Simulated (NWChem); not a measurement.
System: C₄H₂ClF; SMILES F/C(=C\C#C)Cl

Input file for NWChem:

```
start job
memory heap 200 mb stack 900 mb global 1100 mb
geometry units angstroms noautosym nocenter noautoz
  C      0.058322     3.154777     0.000000
  C      0.350727     1.980338     0.000000
  C      0.747498     0.620174     0.000000
  C     -0.127926    -0.394676     0.000000
  F     -1.443373    -0.218849     0.000000
  Cl     0.320352    -2.066192     0.000000
  H     -0.219333     4.184139     0.000000
  H      1.805606     0.378466     0.000000
end
basis spherical
  * library 6-31g*
end
dft
  xc b3lyp
  iterations 150
end
cosmo
  do_cosmo_smd true
  solvent methanol
end
task dft energy
```

Parts of the log:

```
             Northwest Computational Chemistry Package (NWChem) 7.3.0
             --------------------------------------------------------

                             Geometry "geometry" -> ""
                             -------------------------

 Output coordinates in angstroms (scale by  1.889725989 to convert to a.u.)

  No.       Tag          Charge          X              Y              Z
 ---- ---------------- ---------- -------------- -------------- --------------
    1 C                    6.0000     0.05832200     3.15477700     0.00000000
    2 C                    6.0000     0.35072700     1.98033800     0.00000000
    3 C                    6.0000     0.74749800     0.62017400     0.00000000
    4 C                    6.0000    -0.12792600    -0.39467600     0.00000000
    5 F                    9.0000    -1.44337300    -0.21884900     0.00000000
    6 Cl                  17.0000     0.32035200    -2.06619200     0.00000000
    7 H                    1.0000    -0.21933300     4.18413900     0.00000000
    8 H                    1.0000     1.80560600     0.37846600     0.00000000

 Effective nuclear repulsion energy (a.u.)     241.7870974231

                                 NWChem DFT Module
                                 -----------------

 Summary of "ao basis" -> "ao basis" (spherical)
 ------------------------------------------------------------------------------
       Tag                 Description            Shells   Functions and Types
 ---------------- ------------------------------  ------  ---------------------
 C                           6-31g*                  6       14   3s2p1d
 F                           6-31g*                  6       14   3s2p1d
 Cl                          6-31g*                  8       18   4s3p1d
 H                           6-31g*                  2        2   2s

 in cosmo_initialize ...
 calling solv_data for solv:methanol

 solvent parameters
 solvname_short: methanol
 solvname_long:  methanol
 dielec:       32.6130
 dielecinf:     1.7657
 nonaqueous SMD model solvent descriptors
 dielec:       32.6130
 sola:          0.4300
 solb:          0.4700
 solc:          0.0000
 solg:         31.7700
 solh:          0.0000
 soln:          1.3288

          ---------------
          -cosmo- solvent
          ---------------
 Cosmo: York-Karplus, doi: 10.1021/jp992097l
 dielectric constant -eps-     =  32.61
 screen = (eps-1)/(eps    )    =   0.96934
 surface charge correction     = lagrangian

   van der Waals surface
 --------------------------

 ---------- ATOMIC COORDINATES (A.U.) ------------ VDWR(ANG.) --
     1    0.11021260    5.96166409    0.00000000     1.850
     2    0.66277793    3.74229618    0.00000000     1.850
     3    1.41256640    1.17195893    0.00000000     1.850
     4   -0.24174509   -0.74582949    0.00000000     1.850
     5   -2.72757947   -0.41356464    0.00000000     1.730
     6    0.60537750   -3.90453672    0.00000000     2.380
     7   -0.41447927    7.90687621    0.00000000     1.200
     8    3.41210058    0.71519704    0.00000000     1.200
 number of segments per atom =        128
 number of   points per atom =        128
 atom (   nspa,  nppa )
 ----------------------
    1 (     80,     0 )       0
    2 (     54,     0 )       0
    3 (     40,     0 )       0
    4 (     20,     0 )       0
    5 (     76,     0 )       0
    6 (    100,     0 )       0
    7 (     50,     0 )       0
    8 (     50,     0 )       0
 number of -cosmo- surface points =      470
 molecular surface =    139.609 angstrom**2
 molecular volume  =    118.816 angstrom**3
 -lineq- algorithm             =   0
 -bem- low  level              =   3
 -bem- from -octahedral-
 gaussian surface charge width =   4.50000
 degree of switching           =   1.00000
 switching function tolerance  =   0.00010
 atomic radii =
 --------------
    1  6.000  1.850
    2  6.000  1.850
    3  6.000  1.850
    4  6.000  1.850
    5  9.000  1.730
    6 17.000  2.380
    7  1.000  1.200
    8  1.000  1.200
 ...... end of -cosmo- initialization ......

 nat:                     8
 ixmem:                  3618
 calling mnsol_interface()
 G(SMD-CDS) energy (kcal/mol)  =     1.401
 SMD-CDS SASA (angstrom**2)    =   147.349

[...]

                                COSMO-SMD solvation results
                                ---------------------------

             internal energy in gas <Psi(g)|H|Psi(g)> =      -713.550911606344
         internal energy in solvent <Psi(s)|H|Psi(s)> =      -713.550099895191
                               delta internal energy  =         0.000811711153 (    0.51 kcal/mol)
   total free energy in solvent <Psi(s)|H+V/2|Psi(s)> =      -713.556919898320
 polarization energy contribution <Psi(s)|V/2|Psi(s)> =        -0.006820003129 (   -4.28 kcal/mol)
    total free energy in solvent including G(SMD-CDS) =      -713.554686846387
                       G(SMD-CDS) energy contribution =         0.002233051933 (    1.40 kcal/mol)
     1 M fixed-concentration free energy of solvation =        -0.003775240042 (   -2.37 kcal/mol)

                       DFT Final Molecular Orbital Analysis
                       ------------------------------------

 Vector   24  Occ=2.000000D+00  E=-3.338625D-01
              MO Center=  3.5D-01,  9.8D-01, -1.2D-09, r^2= 4.4D+00
   Bfn.  Coefficient  Atom+Function         Bfn.  Coefficient  Atom+Function
  ----- ------------  ---------------      ----- ------------  ---------------
    79     -0.355655  6 Cl pz                19      0.346923  2 C  pz
    33      0.266399  3 C  pz                 5      0.255748  1 C  pz
    83     -0.192467  6 Cl pz                23      0.187483  2 C  pz
    37      0.176709  3 C  pz                 9      0.144593  1 C  pz
    75      0.137888  6 Cl pz                47      0.076453  4 C  pz

 Vector   25  Occ=2.000000D+00  E=-2.881023D-01
              MO Center=  2.5D-01,  2.4D+00, -2.8D-12, r^2= 1.7D+00
   Bfn.  Coefficient  Atom+Function         Bfn.  Coefficient  Atom+Function
  ----- ------------  ---------------      ----- ------------  ---------------
     3      0.399228  1 C  px                17      0.397205  2 C  px
     7      0.247701  1 C  px                21      0.203938  2 C  px
    22      0.143341  2 C  py                48      0.116658  4 C  s
     8      0.105491  1 C  py                 4      0.102564  1 C  py
    18      0.096656  2 C  py                91     -0.091871  8 H  s

 Vector   26  Occ=2.000000D+00  E=-2.435590D-01
              MO Center=  1.6D-01,  9.8D-01,  7.7D-10, r^2= 4.3D+00
   Bfn.  Coefficient  Atom+Function         Bfn.  Coefficient  Atom+Function
  ----- ------------  ---------------      ----- ------------  ---------------
     5      0.326124  1 C  pz                47     -0.319718  4 C  pz
    33     -0.288430  3 C  pz                79      0.266313  6 Cl pz
     9      0.230522  1 C  pz                37     -0.222467  3 C  pz
    19      0.212989  2 C  pz                51     -0.191200  4 C  pz
    61      0.176463  5 F  pz                83      0.166501  6 Cl pz

 Vector   27  Occ=0.000000D+00  E=-3.603486D-02
              MO Center=  1.5D-01,  7.6D-01, -6.9D-09, r^2= 3.8D+00
   Bfn.  Coefficient  Atom+Function         Bfn.  Coefficient  Atom+Function
  ----- ------------  ---------------      ----- ------------  ---------------
    47      0.472497  4 C  pz                51      0.474630  4 C  pz
    37     -0.362352  3 C  pz                 9      0.357553  1 C  pz
    33     -0.298087  3 C  pz                 5      0.288467  1 C  pz
    23     -0.208842  2 C  pz                61     -0.173151  5 F  pz
    65     -0.168756  5 F  pz                79     -0.163795  6 Cl pz

 Vector   28  Occ=0.000000D+00  E= 8.433510D-03
              MO Center=  3.1D-01, -3.7D-01,  5.4D-09, r^2= 5.5D+00
   Bfn.  Coefficient  Atom+Function         Bfn.  Coefficient  Atom+Function
  ----- ------------  ---------------      ----- ------------  ---------------
    48      1.151952  4 C  s                 82     -0.773285  6 Cl py
    80     -0.616155  6 Cl s                 50     -0.460756  4 C  py
    78     -0.373664  6 Cl py                92     -0.328693  8 H  s
    46     -0.326171  4 C  py                 7     -0.298640  1 C  px
    49      0.258474  4 C  px                 3     -0.228232  1 C  px

 Vector   29  Occ=0.000000D+00  E= 5.242799D-02
              MO Center=  1.9D-01,  1.0D+00,  3.3D-09, r^2= 5.8D+00
   Bfn.  Coefficient  Atom+Function         Bfn.  Coefficient  Atom+Function
  ----- ------------  ---------------      ----- ------------  ---------------
    48      0.577988  4 C  s                  7      0.532188  1 C  px
    82     -0.530606  6 Cl py                21     -0.440629  2 C  px
    50     -0.440436  4 C  py                80     -0.389826  6 Cl s
    17     -0.340239  2 C  px                92      0.340876  8 H  s
    22     -0.324007  2 C  py                46     -0.323632  4 C  py

     Multipole analysis of the density
     ---------------------------------

     L   x y z        total         alpha         beta         nuclear
     -   - - -        -----         -----         ----         -------
     0   0 0 0     -0.000000    -26.000000    -26.000000     52.000000

     1   1 0 0      0.393423     -0.005136     -0.005136      0.403695
     1   0 1 0      0.286226      0.491410      0.491410     -0.696595
     1   0 0 1     -0.000000     -0.000000     -0.000000      0.000000

     2   2 0 0    -28.859938    -64.446399    -64.446399    100.032859
     2   1 1 0     -1.100749     -0.035843     -0.035843     -1.029062
     2   1 0 1      0.000000      0.000000      0.000000      0.000000
     2   0 2 0    -24.526839   -328.562045   -328.562045    632.597251
     2   0 1 1      0.000000      0.000000      0.000000      0.000000
     2   0 0 2    -30.368219    -15.184110    -15.184110      0.000000
```

Level: B3LYP/6-31G* (spherical d), SMD on the gas-phase geometry. Geometry: optimised at B3LYP/6-31G* (spherical d). Solvent: methanol.
